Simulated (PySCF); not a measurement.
Gas-phase reaction: 3 InCl3.NH3 + InH = 3 NH3 + HCl + 4 InCl2

Energies from PySCF, thermal terms from the rigid-rotor harmonic-oscillator model, ideal gas at 1 bar. † marks an energy on the PBE0/def2-TZVP geometry and frequencies; other levels use their own. MP2 freezes the core. Open shells (unrestricted): InCl2 (multiplicity 2); the rest are closed-shell singlets. In: scalar-relativistic def2 core potential, no spin-orbit coupling. Adducts (InCl3.NH3) have no counterpoise correction, and HF, PBE, BLYP, B3LYP and PBE0 lack dispersion. InCl3.NH3, InH, InCl2: computed as isolated molecules; such fragments, hydroxides, amides, oligomers or adducts are transient or little studied in the gas. MP2 isn't extrapolated to the basis-set limit.

| level | ΔH°(298 K), kJ |
|---|---|
| BLYP/def2-TZVP† | 459 |
| HF/def2-TZVP† | ___ |
| MP2/def2-SVP† | 733 |
| MP2/def2-TZVPP† | 689 |
| PBE/def2-TZVP† | 535 |
| PBE0/def2-QZVP† | 573 |
| PBE0/def2-SVP† | 658 |
| PBE0/def2-TZVP | ___ |
| r2SCAN/def2-TZVP† | ___ |
| ωB97M-V/def2-TZVP† | ___ |

Q: Fill in the missing entries.

A: 
- HF/def2-TZVP†, ΔH°(298 K), kJ: 521
- PBE0/def2-TZVP, ΔH°(298 K), kJ: 588
- r2SCAN/def2-TZVP†, ΔH°(298 K), kJ: 597
- ωB97M-V/def2-TZVP†, ΔH°(298 K), kJ: 664
